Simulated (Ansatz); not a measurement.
Input file for Ansatz (an electronic-structure program): R-B3LYP/def2-TZVPPD on N2 (SMILES N#N) with ghost functions. Files ending in .json are basis or fitting sets from the Basis Set Exchange.

Ansatz 0.2 input:
```yaml
crystal:
  periodic: [false, false, false]
  atoms:
    - {symbol: N, position_ang: [0.02028671, -0.00283959, 2.86884325]}
    - {symbol: N, position_ang: [0.03616433, -0.00290193, 3.95933179]}
basis:
  gaussian:
    orbitals: def2-TZVPPD.json
    ghost_atoms:
      - {symbol: O, position_ang: [-0.52488894, -1.04135634, -0.27139764]}
      - {symbol: C, position_ang: [-0.01876504, 0.00190099, -0.27380866]}
      - {symbol: O, position_ang: [0.48721427, 1.04519097, -0.28300087]}
hamiltonian:
  xc: {name: B3LYP}
scf: {lower_state_search: off}
```

Problem. What total energy does the run end on?

Solution. -109.5739 hartree.
